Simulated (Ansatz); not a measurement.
Ideal-gas functions of C₂HCl₃Si (`C#C[Si](Cl)(Cl)Cl`) at 298.15 K and 1 bar, from an Ansatz frequency run at PBE0-D4/def2-TZVP.

Molar mass 159.48 g/mol, point group C3v (symmetry number 3), electronic degeneracy 1, moments of inertia 387.172, 406.427, 406.429 u Å². Harmonic wavenumbers (cm⁻¹, unscaled): 104, 104, 176, 176, 222, 346, 346, 439, 621, 621, 703, 748, 748, 2176, 3464.

Use S(trans) = R[1.5 ln M + 2.5 ln T − 1.1517]; rotational temperatures θ = 24.2544 K / I; S(rot) = R[ln(√π/σ · √(T³/θAθBθC)) + 1.5]; for each mode x = 1.438777 ν̃/T, S = R[x/(eˣ − 1) − ln(1 − e⁻ˣ)] and H = RT x/(eˣ − 1); 1 cm⁻¹ = 0.0119627 kJ/mol; R = 8.31446 J/(mol·K).

Task: By hand: the entropy, in J/(mol·K).

Result: Translation 172.1. Rotation: θ = 0.0626, 0.0597, 0.0597 K, giving 114.1. Vibration, mode by mode: 14.13, 14.13, 9.92, 9.92, 8.13, 4.96, 4.96, 3.47, 1.74, 1.74, 1.27, 1.06, 1.06, 0.00, 0.00, in all 76.5. Electronic 0.0. Sum 362.7 J/(mol·K).

Task: By hand: H − E and G − E in kJ/mol, counted from the electronic energy.

Result: Zero-point energy ½ × 10994 × 0.0119627 = 65.8; thermal vibration 12.6; translation, rotation and pV give 4 RT = 9.9. H − E = 88.3 kJ/mol, and G − E = 88.3 − 298.15 × 362.7/1000 = -19.8 kJ/mol.

Vibration gives 21 % of the entropy, 28.3 J/(mol·K) of it from the modes under 150 cm⁻¹: soft modes count most, and the harmonic formula is weakest for them.
